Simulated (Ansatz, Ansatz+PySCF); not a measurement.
```xyz
5

C     0.0000    0.0000    0.0000
H     1.9020    1.9020    1.9020
H     0.6340   -0.6340   -0.6340
H    -0.6340    0.6340   -0.6340
H    -0.6340   -0.6340    0.6340
```

Basis set: cc-pVDZ (spherical functions). Left uncorrelated: 1 orbital. Charge 0, multiplicity 1.

Computed with Ansatz (development build ahead of 0.2.0); each method stands on the lowest determinant of its kind that the runs found. Restricted open shells among the atoms or ions are ROHF, correlated in semicanonical orbitals with singles. Restricted functionals stand beside restricted open-shell atoms, which can lie above the unrestricted atoms usual in DFT and then raise those values.

(1) Give the atomization energy at this shape (free ground-state atoms in the same class of orbitals less the molecule, no zero-point energy) of singlet CH4 in separate pieces by ωB97X (unrestricted), r²SCAN (unrestricted), PBE0 (unrestricted), PBE (unrestricted), r²SCAN (restricted), ωB97X (restricted), PBE (restricted), PBE0 (restricted), RHF-MP2, UHF, RHF.

## Answers

(1)

```
               method  atomization energy
 ωB97X (unrestricted)            12.77 eV
r²SCAN (unrestricted)            13.05 eV
  PBE0 (unrestricted)            12.91 eV
   PBE (unrestricted)            12.98 eV
  r²SCAN (restricted)            11.56 eV
   ωB97X (restricted)            10.55 eV
     PBE (restricted)            11.93 eV
    PBE0 (restricted)            11.14 eV
              RHF-MP2            10.47 eV
                  UHF            10.06 eV
                  RHF             6.09 eV
```

Caution: the shape is not the minimum. Caution for ωB97X (unrestricted), r²SCAN (unrestricted), PBE0 (unrestricted), PBE (unrestricted), r²SCAN (restricted), ωB97X (restricted), PBE (restricted), PBE0 (restricted): charge can spread falsely over distant fragments. Caution for ωB97X (unrestricted), PBE0 (unrestricted), UHF: the unrestricted determinant is a mixture of spin states. Caution for r²SCAN (unrestricted), PBE (unrestricted): the unrestricted determinant is spin contaminated. Caution for r²SCAN (restricted), ωB97X (restricted), PBE (restricted), PBE0 (restricted), RHF-MP2, RHF: an unrestricted determinant lies well below. Caution for RHF-MP2: large amplitudes, a single reference is doubtful.
